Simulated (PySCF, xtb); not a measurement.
Si(H)(Cl)(Br)(NH2) (BrClH3NSi), SMILES N[SiH](Cl)Br. The values are those of a single conformer.

Harmonic wavenumbers (cm⁻¹) from xtb with GFN2-xTB at its own minimum, in rising order: 120, 159, 221, 246, 395, 432, 518, 653, 691, 804, 935, 1498, 2316, 3489, 3529.

**Question.** What does B3LYP-D3(BJ)/def2-SVP run with PySCF give at its own minimum? (The exact figures need the calculation; the answer reports its results.)

**Answer.** 122, 174, 232, 277, 392, 420, 541, 705, 835, 890, 906, 1532, 2292, 3561, 3659. Paired by order, the mean absolute difference is 45 cm⁻¹ and the zero-point energies are 22.9 and 23.6 kcal/mol.
